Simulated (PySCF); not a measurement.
# ¹⁹F chemical shifts

PySCF 2.14 calculation with geometry: GFN2-xTB and PBE0/pcSseg-1 with gauge-including orbitals; no relativistic terms, in vacuum, averaged over atoms made equivalent by symmetry, fast rotation or ring inversion, a single conformation.

Shieldings were converted by a linear fit to measured shifts: ¹⁹F: δ = 146.13 − 0.903σ +14.6 on sp3 carbon (rms 6.0 ppm, 223 shifts, 7.0 ppm with the 5 outliers that the fit left out vs CFCl3, solution or neat liquid). A few per cent of atoms miss by over 2 rms, more outside the fitted compound classes.

(1) Give the ¹⁹F shifts of `C[C@H](F)/C(C#N)=C(\[SiH3])C#N`.

(2) Order these by ¹⁹F shift, lowest first.
A. C/C(=C/F)[SiH]1SCSCS1
B. C#C[SiH2]n1ncc(F)c1C
C. C=N[SiH2]c1cc(F)ccn1
D. C[C@H](F)/C(C#N)=C(/[SiH3])C#N

## Answers

(1) 
| compound | environment | δ (ppm) |
| --- | --- | --- |
| C[C@H](F)/C(C#N)=C(\[SiH3])C#N | fluorine on an sp3 carbon | -177.3 |

(2) B (-181.4 ppm, aryl fluorine), D (-169.7 ppm, fluorine on an sp3 carbon), C (-103.8 ppm, aryl fluorine), A (-92.3 ppm, vinylic fluorine).
